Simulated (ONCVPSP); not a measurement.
What one change does to a pseudopotential (chlorine (Cl), ONCV)

ONCVPSP 4.0.1 input, shortened (lines: element, Z, core and valence counts, functional; n l f; lmax; l rc ep ncon nbas qcut; lloc lpopt rc5 dvloc0; l nproj debl; icmod fcfact rcfact), PBE, scalar-relativistic:

```
  Cl 17.00    3    2        4      upf
    1    0    2.00
    2    0    2.00
    2    1    6.00
    3    0    2.00
    3    1    5.00
    2
    0    1.15    0.00    3    7    6.40
    1    1.55    0.00    4    7    5.10
    2    1.20    0.04    4    7    8.90
    4    5    1.05    6.00
    0    2    0.60
    1    2    3.40
    2    2    1.30
    3    4.75    1.70
```

In the s channel the program set the typed energies aside and used -0.760, 0.250 Ha.

Change: functional BLYP. In the s channel the program set the typed energies aside and used -0.755, 0.250 Ha.

Cutoffs: the cutoffs (Ha) at which the residual kinetic energy of the hardest occupied pseudo-wave falls to 1 and 0.1 mHa per electron; they do not see the model core or the augmentation charge, which bear on the density cutoff. Errors are all-electron minus pseudo energies relative to the spin-unpolarised reference configuration.

Question: How do hardness, ghosts and transferability respond?

Answer: The potential gets neither clearly harder nor softer (16 Ha and 28 Ha → 16 Ha and 28 Ha); of the 4 tests that both files solve, the error grows in 4 and shrinks in 0 by more than 15 % and 0.3 meV (median size 5.7 → 45.9 meV); neither file shows a bound ghost.

| quantity | base | changed |
| --- | --- | --- |
| cutoff, loose | 16 Ha | 16 Ha |
| cutoff, tight | 28 Ha | 28 Ha |
| loose cutoff by channel | s 16 Ha, p 7.4 Ha | s 16 Ha, p 7.5 Ha |
| bound ghosts | none | none |
| GHOST(+) flags under 300 eV | none | none |
| error for 3s2 3p4, meV [ΔE 13.88 → 13.73 eV] | -0.1 | -4.8 |
| error for 3s2 3p3, meV [ΔE 39.32 → 39.03 eV] | 0.0 | -23 |
| error for 3s2 3p2, meV [ΔE 77.63 → 77.20 eV] | -11 | -69 |
| error for 3s2 3p1, meV [ΔE 129.87 → 129.35 eV] | -70 | -166 |
| s: phases at 1.17 bohr within 0.05 rad from the reference energy up to (Ha; the scan ends near 5) | to the end of the scan | to the end of the scan |
| p: phases at 1.57 bohr within 0.05 rad from the reference energy up to (Ha; the scan ends near 5) | to the end of the scan | to the end of the scan |
| d: phases at 1.22 bohr within 0.05 rad from the reference energy up to (Ha; the scan ends near 5) | to the end of the scan | to the end of the scan |
| rms error of d²Exc/dni dnj with the model core, mHa | 3.19 | 2.37 |
